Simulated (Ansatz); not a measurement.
The same path of Cl2FH3HfOSi + H (10 atoms, charge 0, multiplicity 2) was run twice with different band settings. Made: F2–H10.

Level of theory: UKS PBE/def2-SVP in Ansatz.

Relaxed end points:

```xyz
10
Properties=species:S:1:pos:R:3
Hf 0.001 -0.255 -0.157
F 0.104 -0.063 1.743
Cl 2.017 0.489 -1.135
O -1.450 0.843 -0.782
Si -2.724 1.821 -1.316
H -3.967 1.452 -0.559
H -2.370 3.257 -1.062
H -2.927 1.592 -2.786
Cl -0.447 -2.508 -0.704
H 0.243 0.031 4.977
```

```xyz
10
Properties=species:S:1:pos:R:3
Hf 0.215 -0.076 -0.113
F -0.707 0.167 2.026
Cl 2.036 0.187 -1.576
O -1.260 1.021 -0.698
Si -2.648 1.886 -1.119
H -3.749 1.554 -0.151
H -2.344 3.355 -1.057
H -3.064 1.505 -2.511
Cl 0.435 -2.174 1.202
H -0.435 -0.767 2.213
```

Common settings: movable images 5; climbing image yes; spring 5.0 eV/Å²; optimiser quadratic models (default); start path through a guess of the saddle point; iteration limit 60; end points relaxed.

| run | force threshold |
| --- | --- |
| 1 | 0.05 eV/Å |
| 2 | 0.5 eV/Å |

(1) What does each run give, and how far can it be trusted?

## Answers

(1) Run 1: converged after 30 iterations, highest image 1.068 eV above the first end. A structure lower than the first end lies on the path between it and the top, so the climb from that side starts below the end, which may itself be a saddle point or a shallow side well. A vibrational analysis at the climbing image gives one clearly imaginary mode, 1084i cm⁻¹, and a faint second one (13i cm⁻¹) that may be numerical noise or a soft torsion: probably a first-order saddle point.
Run 2: converged after 7 iterations, highest image 0.763 eV above the first end. The threshold of 0.5 eV/Å is loose, so the images may lie well off the minimum-energy path. The order of the point at the top wasn't checked.
